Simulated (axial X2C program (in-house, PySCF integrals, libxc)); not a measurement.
Which molecule has these constants?

All values come from calculations with an in-house relativistic program for diatomic molecules, spin-free (one-electron X2C) or two-component (2c: spin–orbit coupling with atomic mean-field Coulomb and Gaunt terms, which also bring small scalar terms), in Dyall basis sets with cores contracted in-house; open shells are unrestricted.

A two-component PBE0 calculation in a Dyall 3-zeta basis gave Re = 1.645 Å, ωe = 1021.5 cm⁻¹, De = 6.98 eV, dipole magnitude 3.73 D, Ω = 1/2.

Problem. Which molecule is it?
A. FeO
B. GeO
C. GaO
D. VO
E. ScO

Solution. E. The others have GaO 1.698 Å and 737.5 cm⁻¹ (Ω = 1/2); FeO 1.594 Å and 922.9 cm⁻¹ (Ω = 4); VO 1.567 Å and 1069.8 cm⁻¹ (Ω = 3/2); GeO 1.616 Å and 1025.7 cm⁻¹ (Ω = 0).

Each entry is the lowest single determinant of a limited PBE0 search at one distance. De goes to single-determinant-based atoms at the same level (for ions the charge split of lowest energy) and is withheld (n/a) where an atom does not fit its ground term or J level. Main or longest-lived isotopes. One determinant is a doubtful description, or other states lie close, for FeO, VO; these need not be ground states, and all values refer to the states named. Some open-shell Ω = 0 determinants are out of reach, so the Ω given for FeO need not be the lowest component. With several unpaired electrons the Ω given is that of one determinant, not necessarily of the lowest component. Some light 2c atoms are not at their ground J level, so De misses part of their lowering (0.04 eV or less). The functionals have no current term, which raises determinants with orbital currents.
